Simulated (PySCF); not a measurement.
How methods differ on the ionisation energy of Ru(42+)

Ru(42+) 1s2 (1S) → Ru(43+) 1s1 (2S), as a difference of total energies. All numbers are calculated (PySCF 2.14, the non-relativistic Hamiltonian (point nucleus), in an uncontracted even-tempered set (15 s from 76 bohr⁻², ratio 2.2; 7 p from 110 bohr⁻², ratio 2.4; 4 d from 340 bohr⁻², ratio 2.4; 3 f from 520 bohr⁻², ratio 2.4; 3 g from 770 bohr⁻², ratio 2.4)). Correlated levels: nothing frozen; virtual orbitals above 40 to 60 times the deepest correlated orbital energy dropped. The calculations carry no spin-orbit coupling.

```json
{"method": "UHF", "ionisation energy (eV)": "25595.3"}
{"method": "LDA", "ionisation energy (eV)": "25549.0"}
{"method": "PBE", "ionisation energy (eV)": "25589.0"}
{"method": "PBE0", "ionisation energy (eV)": "25590.8"}
{"method": "r2SCAN", "ionisation energy (eV)": "25596.7"}
{"method": "r2SCANh", "ionisation energy (eV)": "25596.7"}
{"method": "BLYP", "ionisation energy (eV)": "25593.7"}
{"method": "MP2 (all electrons)", "ionisation energy (eV)": "25596.6"}
{"method": "SCS-MP2 (all electrons)", "ionisation energy (eV)": "25596.8"}
```

The gap to the reference is mostly relativistic.

For comparison: 26229.9 eV (theoretical estimate listed by NIST; NIST Atomic Spectra Database, ionization energies).
